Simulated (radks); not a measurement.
Coherent X-ray form factor from a spherical all-electron density. All-electron calculation, Dirac Kohn-Sham, PBE, spin-unpolarised, spherical densities, point nucleus. Program: a radial shooting solver on a logarithmic mesh with Libxc functionals.

sin(theta)/lambda (1/angstrom),f0 (electrons)
0.05,56.882
0.1,56.530
0.15,55.950
0.2,55.154
0.25,54.157
0.3,52.975
0.4,50.148
0.5,46.859
0.6,43.304
0.8,36.119
1,29.723
1.25,23.612
1.5,19.550
2,15.199

The species is in the configuration that NIST lists as its ground one. Which atom or ion scatters so?

Answer. The thallium ion Tl24+, [Kr] 4d10 4f11. Extrapolating in s^2 from the first two rows gives f0(0) = 57.0, near the electron count 57; among species with that count, the fall with angle is slower the higher Z, and the table is that of Z = 81; from so few rows the species is fixed only to a neighbour or two.
